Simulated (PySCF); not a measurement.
Harmonic spectrum computed at PBE0 in the def2-TZVP basis family (core potentials from Rb on, PySCF, no spin–orbit coupling):

```csv
ω (cm⁻¹),"IR (km/mol, summed over degenerate members)",degeneracy
487,24.3,2
1030,283,1
1044,344,2
1284,0.0,2
1700,0.0,1
1758,896,1
2130,231,2
2146,0.0,1
```

Question: Which molecule gave it? In each, all ligands are bound to the one heavy central atom.
A. SbH₅ (singlet)
B. AsH₅ (singlet)
C. IH₅ (singlet)
D. BrH₅ (singlet)
E. SH₅ (doublet)

Answer: B. It has D3h symmetry with As–H 1.529 Å (×3), As–H 1.604 Å (×2).
